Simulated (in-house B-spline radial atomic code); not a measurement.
Results of a calculation; reference values are marked as such.
**Building a PAW s channel for W, r_c = 2.86 bohr**

W, [Xe] 4f14 5d4 6s2, non-relativistic LDA (VWN5) (a model for so heavy an element), spherical and spin-unpolarised, from an all-electron radial atomic-structure program (B-spline basis) (atomic units; all potentials screened as in the neutral atom).

Two all-electron partial waves φ1, φ2 are integrated outwards at E1 = ε(6s) = -0.181413 and E2 = E1 + 1 hartree; φ1 is the bound orbital and φ2 has unit norm inside r_c = 2.862 bohr. Smooth partners are polynomials, r^1(a0 + a1 r² + a2 r⁴ + a3 r⁶), matched to φ and three derivatives at r_c, with no condition on the norm. The local potential is -3.50428 + (1.00884) r² + (-0.12072) r⁴ + (0.00528726) r⁶ inside 2.422 bohr and the all-electron one outside.

| wave | φ(r_c) | φ'(r_c) | a0 | a1 | a2 | a3 |
| --- | --- | --- | --- | --- | --- | --- |
| 1 | 0.6044273 | 0.02118581 | 0.1274036 | 0.04816099 | -0.006597079 | 0.0002400398 |
| 2 | 0.1286778 | -1.682816 | 1.115058 | -0.1162001 | -0.006599153 | 0.0005904232 |

Inside r_c the overlaps are <φi φj> = [[0.33392, 0.50993], [0.50993, 1.00000]] and, for the smooth waves, [[0.37547, 0.76338], [0.76338, 2.31903]]. With χj = (Ej − T − V_local) applied to smooth wave j, the program's quadrature gives the matrix B_ij = <smooth i, χj> as [[0.22867, 1.11728], [0.86383, 4.53720]].

Q: Check the match of the first wave, and find the augmentation charges q_ij.

A: At r_c the four terms are 0.36463, 1.12903, -1.26678, 0.37755, which sum to 0.6044, φ1(r_c) to rounding. q_ij is the all-electron overlap less the smooth one: [[-0.04156, -0.25345], [-0.25345, -1.31903]]. The smooth first wave has a norm of 0.3755 inside r_c against 0.3339, so q11 is negative and must stay small enough for the overlap operator to be positive.

Q: B isn't symmetric. Show that D_ij = B_ij + Ej q_ij is.

A: Integrating by parts gives B12 − B21 = (E1 − E2) q12: 1.11728 − (0.86383) = 0.25345, and −1 × (-0.25345) = 0.25345. So D12 = 1.11728 + (0.818587)(-0.25345) = 0.90981 and D21 = 0.86383 + (-0.181413)(-0.25345) = 0.90981; D11 = 0.23621, D22 = 3.45746. The projectors, p = (B⁻¹)ᵀ χ, are dual to the smooth waves; det B = 0.072.

Solving (T + V_local + Σ p D p) ψ = E (1 + Σ p q p) ψ in a sphere of 9 bohr, whose wall lifts the free-atom level a little, gives these levels:

```
all-electron  one projector  two projectors
   -0.180394      -0.359045               -
    0.109536      -0.180394               -
    0.489406       0.110663               -
    1.033870       0.491695               -
    1.731290       1.026840               -
```

Q: What does the second projector gain?

A: With one projector a ghost lies below the reference level, so the set fails. With two the overlap operator is not positive, so the set fails. The lowest eigenvalue of the overlap operator is 0.7172 with one and -0.003954 with two projectors. The smooth orbital alone needs a cutoff of 2.25 hartree for 1 millihartree of kinetic energy, against 4.87 for a norm-conserving Troullier-Martins orbital of the same radius, which is no gain while the set fails.
